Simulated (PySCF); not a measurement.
**S+ (sulfur, charge +1) across methods**

[Ne] 3s1 3p3 3d1, high-spin 6D determinant (an excited configuration). All numbers are calculated (PySCF 2.14, no relativity, point nucleus, in aug-cc-pwCVTZ (8s7p5d3f, 75 functions)).

```
   method  E (hartree)  mean ε 3s α (eV)  mean ε 3p α (eV)  mean ε 3d α (eV)  Σ⟨r²⟩ (bohr²)   ⟨S²⟩
     PBE0    -396.8674           -34.519           -22.355            -7.511          24.56  8.750
     MN15    -396.9205           -34.090           -22.791            -7.545          24.61  8.750
   r2SCAN    -396.9965           -32.984           -21.225            -6.584          24.60  8.750
    B3LYP    -397.0003           -33.743           -21.795            -7.199          24.73  8.750
   M06-2X    -396.9634           -36.174           -23.617            -8.209          24.86  8.750
      PBE    -396.8282           -31.752           -20.604            -6.534          24.72  8.750
BHandHLYP    -396.9936           -36.869           -23.695            -8.199          24.60  8.750
      UHF   -396.50507           -42.235           -27.100           -10.240          24.48  8.750
```

Task: Estimate the same row for LDA.

Result: E (hartree) = -395.6083; mean ε 3s α (eV) = -31.638; mean ε 3p α (eV) = -20.606; mean ε 3d α (eV) = -6.496; Σ⟨r²⟩ (bohr²) = 24.88; ⟨S²⟩ = 8.750.

The outer electron is Rydberg-like, and this basis confines it to a smaller radius and binds it less than a complete one would.
